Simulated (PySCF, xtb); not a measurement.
CdClH3OSi, SMILES [SiH3][O][Cd][Cl]. One conformer was computed; it need not be the lowest.

Harmonic wavenumbers (cm⁻¹) from GFN2-xTB (xtb) at its own minimum, in rising order: 24, 52, 95, 115, 272, 312, 587, 592, 759, 793, 820, 934, 2102, 2127, 2228.

Task: What does PBE-D3(BJ)/def2-SVP (PySCF 2.14.0) give at its own minimum? (Estimate from the structure and the level; the computed values follow.)

Result: 53, 59, 112, 135, 352, 478, 693, 703, 906, 916, 926, 971, 2120, 2124, 2166. Paired by order, the mean absolute difference is 69 cm⁻¹ and the zero-point energies are 16.9 and 18.2 kcal/mol.
